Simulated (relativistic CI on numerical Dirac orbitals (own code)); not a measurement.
## Hyperfine structure of Os²⁰⁺, mass number 187

Method of calculation: Dirac-Coulomb-Breit CI, separate exchange-only KLI orbitals for each configuration, QED by a radiative potential, unscaled Slater integrals (own radial code, finite nucleus).

CI space (outside the closed core [Ar] 3d10): 4s²4p⁶4d¹⁰4f¹⁰, 4s²4p⁶4d¹⁰4f⁹5s, 4s²4p⁶4d¹⁰4f⁸5s², 4s²4p⁶4d⁹4f¹¹, 4s²4p⁶4d⁸4f¹², 4s²4p⁶4d¹⁰4f⁹6s, 4s²4p⁵4d¹⁰4f¹¹, 4s4p⁶4d¹⁰4f¹¹, 4s²4p⁴4d¹⁰4f¹², 4p⁶4d¹⁰4f¹², 4s4p⁶4d⁹4f¹², 4s4p⁵4d¹⁰4f¹². Levels of other configurations are missing.

Nuclear spin I = 1/2, μ = 0.06442 μN (tables of Stone and Pyykkö). The electronic factors are computed for point nuclear moments, without core polarisation or the Bohr-Weisskopf and QED corrections.

| Level | E (cm⁻¹) | A (MHz) |
| --- | --- | --- |
| 4s²4p⁶4d¹⁰4f¹⁰ ⁵I8 | 0.0 | 254.4 |
| 4s²4p⁶4d¹⁰4f¹⁰ ⁵I7 | 19091.0 | 279.3 |
| 4s²4p⁶4d¹⁰4f¹⁰ ⁵I6 | 28699.1 | 295.1 |
| 4s²4p⁶4d¹⁰4f¹⁰ ⁵I5 | 39459.6 | 300.1 |
| 4s²4p⁶4d¹⁰4f¹⁰ ⁵I4 | 41314.3 | 417.7 |
| 4s²4p⁶4d¹⁰4f¹⁰ ⁵F4 | 45609.8 | 236.8 |
| 4s²4p⁶4d¹⁰4f¹⁰ ³K8 | 46520.1 | 291.7 |
| 4s²4p⁶4d¹⁰4f¹⁰ ⁵G6 | 51456.4 | 256.5 |

Levels with J = 0, under 50 % of one LS term, or S terms without an open s electron are left out. Small factors come from cancelling terms and can be off by tens of per cent or more.

At this charge energies of transitions that change n are usually good to better than 1 %, and those within a shell (Δn = 0) to a few per cent. Terms inside the open d or f shell come out 10 to 20 % too wide with unscaled integrals.

Q: Give the hyperfine levels of 4s²4p⁶4d¹⁰4f¹⁰ ⁵I8 relative to its centre of gravity.

A: With K = F(F + 1) − I(I + 1) − J(J + 1), E = AK/2: F = 15/2: -1145, F = 17/2: 1018 MHz.

LS names give the leading component of a level, which can be under half, so a name can repeat, a term be missing and a line seem to break the LS rules.
